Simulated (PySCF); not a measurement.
H₂Sb, SMILES [SbH2-], charge -1. Atoms are numbered in the order given.

```xyz
3

Sb     0.0000     0.0000    -0.0460
H      0.0000     1.2255     1.1729
H      0.0000    -1.2255     1.1729
```
Charge -1, spin multiplicity 1.

The structure is a stationary point at r2SCAN-D4/def2-TZVPD. The def2 effective core potentials stand for the cores of Sb; spin–orbit coupling is left out.

Calculation: PBE/def2-TZVPD run with PySCF.

Symmetry labels are those of the subgroup C2v that the program uses (full group C2v).

Computed valence orbital energies around the gap with their symmetry:
```json
[
 {"orbital": "HOMO−7", "symmetry": "A1", "energy (eV)": "-26.07"},
 {"orbital": "HOMO−6", "symmetry": "A2", "energy (eV)": "-25.91"},
 {"orbital": "HOMO−5", "symmetry": "B1", "energy (eV)": "-25.84"},
 {"orbital": "HOMO−4", "symmetry": "A1", "energy (eV)": "-25.84"},
 {"orbital": "HOMO−3", "symmetry": "A1", "energy (eV)": "-7.46"},
 {"orbital": "HOMO−2", "symmetry": "B2", "energy (eV)": "-2.31"},
 {"orbital": "HOMO−1", "symmetry": "A1", "energy (eV)": "-0.97"},
 {"orbital": "HOMO", "symmetry": "B1", "energy (eV)": "1.53"},
 {"orbital": "LUMO", "symmetry": "A1", "energy (eV)": "3.87"},
 {"orbital": "LUMO+1", "symmetry": "B2", "energy (eV)": "4.29"},
 {"orbital": "LUMO+2", "symmetry": "A1", "energy (eV)": "5.50"},
 {"orbital": "LUMO+3", "symmetry": "A1", "energy (eV)": "5.81"}
]
```
